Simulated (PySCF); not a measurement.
## Unknown compound

Molecular formula: C4H11NSi2. Simulated spectra:

¹H NMR (400 MHz, computed): δ 4.70 (s, 6H), 2.37 (m, 1H), 1.65 (m, 2H), 0.67 (m, 2H).

¹³C{¹H} NMR (computed): δ 36.0 (C), 33.8 (CH2), 7.8 (CH).

[PySCF: shieldings: GIAO PBE0/pcSseg-1; GFN2-xTB structure; relativity neglected; a single conformation; no solvent; averaged over atoms made equivalent by symmetry, fast rotation or ring inversion]

Shifts are taken against calculated references (same method and geometry level): TMS for ¹H and ¹³C.

Problem. Which of these isomers gave the spectra?
A. [SiH3]N([SiH3])[C@]12C[C@H]1C2
B. C=N/C(=C\[SiH3])C[SiH3]
C. C=C/C=C\N([SiH3])[SiH3]

Solution. A. 

1. The formula gives 2 degrees of unsaturation (2 rings in the answer).
2. 3 carbon signals for 4 carbons: some carbons are equivalent by symmetry or fast rotation.
3. Carbon types of the structure: 1 × C, 1 × CH, 2 × CH2, leaving 6 H on heteroatoms.
4. δC 36.0, 33.8, 7.8: three-membered-ring carbon.
5. δH 4.70: hydrogen on a silicon bonded to N.
6. δH 2.37, 1.65, 0.67: hydrogen on a three-membered-ring carbon.

The others: C=N/C(=C\[SiH3])C[SiH3] would give 4 carbon signals, not 3; C=C/C=C\N([SiH3])[SiH3] would give 4 carbon signals, not 3.

Shifts are as computed. Against solution values, carbons near 30 ppm lie about +3 ppm off and those near 130 ppm about +5 ppm. Of 1309 compounds with measured shifts, 239 miss one by over three times the rms of a fit or turn the order of signals round; such compounds aren't used in these exercises. Multiplicities follow the n + 1 count of equivalent neighbours, as no J values were calculated; m marks all less simple cases, F and P coupling included.
